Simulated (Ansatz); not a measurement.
Mulliken charges of `[OH][Al]([F])[SH]` from r2SCAN/def2-TZVPP in Ansatz (PBE0-D4/def2-TZVP geometry).

```csv
atom,x (Å),y (Å),z (Å),charge (e)
O1,1.400,-0.456,-1.029,-0.418
Al2,0.239,-0.261,0.168,0.735
F3,0.421,-1.101,1.566,-0.350
S4,-1.479,1.043,-0.050,-0.282
H5,1.392,-0.019,-1.878,0.191
H6,-1.931,0.730,1.177,0.123
```

**Question.** By hand: the dipole of these point charges (1 e Å = 4.8032 D).

**Answer.** Σ q r = (-0.111, 0.176, -0.194) e Å, of length 0.284 e Å = 1.36 D.

**Question.** How does the dipole of the full density compare? (Best estimate.)

**Answer.** Computed: (-0.093, 0.188, -0.242) e Å, 1.54 D; the point charges give 0.88 times that, at 7° from its direction.

Point charges leave out the atoms' own dipoles, such as those of lone pairs, and Mulliken's split depends on the basis, so the close match here is no proof of good charges.
